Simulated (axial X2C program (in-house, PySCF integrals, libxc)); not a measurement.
# Nuclear properties of CaC

Calculated with an axial X2C code built on PySCF integrals: two-component X2C with atomic mean-field Coulomb and Gaunt terms, Gaussian nuclei, basis Ca dyall-cv3z, C dyall-v3z with contracted cores.

R = 2.284 Å (near the PBE0 minimum at charge 0 of the determinant lowest at the starting distance; the state shown can have its own minimum elsewhere).

Input and command:
```json
{"zs": [20, 6], "q": 0, "bas": ["dyall-cv3z", "dyall-v3z"], "r0": 2.14, "levels": ["PBE0", "HF", "PBE50", "BP86", "TPSSh"], "nst": 3}
```
```bash
python soeom.py task.json out
```

Keys: zs atomic numbers; q charge; bas basis sets; r0 starting distance in Å; levels methods; nst determinants followed.

Determinant lowest in the PBE0 search, Ω = 1 (⟨Sz⟩ = 1.00, ⟨Lz⟩ = 0.00 at PBE0), spin on the atoms Ca -0.30, C 1.30:

```
level  Eeff magnitude (GV/cm)  Ws magnitude Ca (kHz)  A∥/gI Ca (MHz)  qzz Ca (a.u.)  A∥/gI C (MHz)  qzz C (a.u.)  μ (D)
 PBE0                   0.358                  0.135            -459          -0.71            4.6         -0.06  -3.12
   HF                   0.408                  0.152            -399          -0.98             50         -0.08  -2.84
PBE50                    0.39                  0.147            -447          -0.78           10.6         -0.05  -3.08
 BP86                   0.297                  0.113            -479          -0.59           4.45         -0.10  -3.51
TPSSh                   0.332                  0.125            -424          -0.67           31.3         -0.06  -2.81
```

Eeff is the effective electric field on the electron electric dipole moment in this Ω state and Ws the scalar–pseudoscalar constant of the nucleus named (defined with the proton number Z and per Ω); A∥ (defined per Ω) follows by multiplying with gI = μI/(I μN); qzz is the electric field gradient, eQq0 = 234.96 MHz × Q/barn × qzz; μ is positive if the C end (last atom) is positive. The operators were transformed with the bare-nucleus X2C matrices; with these basis sets, hyperfine constants and field gradients can be off by tens of per cent, and where levels differ in sign neither size nor sign is settled.

Question: With gI(43Ca) = -0.3764, Q(43Ca) = -0.0408 barn (g factors from the IAEA table of nuclear moments by Stone; Q from Pyykkö, Mol. Phys. 2018), turn the PBE0 values of the first state into constants in MHz.

Answer: A∥(43Ca) = -459 × -0.3764 = 173 MHz; eQq0(43Ca) = 234.96 × (-0.0408) × (-0.71) = 6.81 MHz.

Each state is one determinant with collinear spin, which with several unpaired electrons need not be a pure state. Unrestricted Hartree–Fock can overshoot spin polarisation at the nuclei. With several open shells hyperfine constants can be off by a factor of several. Open-shell Ω = 0 determinants with evenly filled partner blocks cannot be reached by this program, so the Ω shown need not be the lowest component. States lie within half an eV, so the first need not be the ground state. Further determinants of the search, some of them spin-mixed, are not shown. Where a field gradient or hyperfine factor spreads by more than a factor of two over the levels, a constant derived from it is not to be relied on.
